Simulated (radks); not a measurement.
Effect of the nuclear size on the chlorine ion Cl11+, [He] 2s2 2p2. All-electron calculation, Dirac Kohn-Sham, BLYP, spin-unpolarised, spherical densities, finite nucleus; open shells fill j = l - 1/2 first; Fermi nuclear charge, rms radius 3.3654 fm. Program: a radial shooting solver on a logarithmic mesh with Libxc functionals. The rms radius is varied about that value; shifts are against it.

rms radius (fm)	total energy shift (eV)	density at nucleus (e/bohr^3)	1s1/2 shift (meV)	2s1/2 shift (meV)	3s1/2 (empty) shift (meV)
2.8034	-0.00437	3662	-1.81	-0.170	-0.041
3.1433	-0.00182	3654	-0.755	-0.071	-0.017
3.3654	0	3649	0.000	0.000	0.000
3.4899	0.00107	3647	0.445	0.042	0.010
4.0519	0.00639	3636	2.65	0.249	0.060

Slopes of the eigenvalues against <r^2> in GHz/fm^2, as finite differences over the two radii next to the reference (eigenvalue slopes, not the field-shift constants of lines): 1s1/2 126, 2s1/2 11.8.
